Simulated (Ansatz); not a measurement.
Compare A (`[SiH3]SC1=CN1`) with its isomer B (`C[SiH2]SC#N`).

Isolated molecules relaxed with PBE0-D4/def2-TZVP in Ansatz; ΔE leaves out vibrations. CBS: MP2 limit from def2 TZ/QZ plus the TZ coupled-cluster correction, frozen cores. Functionals use def2-TZVPP. B3LYP here is the variant with VWN-RPA as its local correlation; programs differ in this. Each species was taken in one conformer, which may not be the lowest.

**Question.** Which isomer does CCSD(T)/CBS put lower? Give the gap. (An estimate is asked.)

**Answer.** Computed: B, by 81.8 kcal/mol.

**Question.** Give E(B) − E(A) in kcal/mol with PBE-D4, PBE0-D4, HF/def2-TZVPP, B3LYP, B2PLYP, CCSD/def2-TZVPP, r2SCAN-D4. (Best estimate.)

**Answer.** Computed: PBE-D4 -76.0, PBE0-D4 -77.8, HF/def2-TZVPP -90.6, B3LYP -82.1, B2PLYP -84.2, CCSD/def2-TZVPP -84.7, r2SCAN-D4 -80.3. None reverses the order clearly.

Largest T1 diagnostic: 0.013.

From PBE to PBE0 (25 % exact exchange), in def2-TZVPP and without D4, E(B) − E(A) moves by −1.8 kcal/mol. In def2-TZVPP, CCSD(T) changes the Hartree–Fock value by +7.0 kcal/mol (the triples alone add +1.1 kcal/mol) and MP2 by +5.7 kcal/mol.
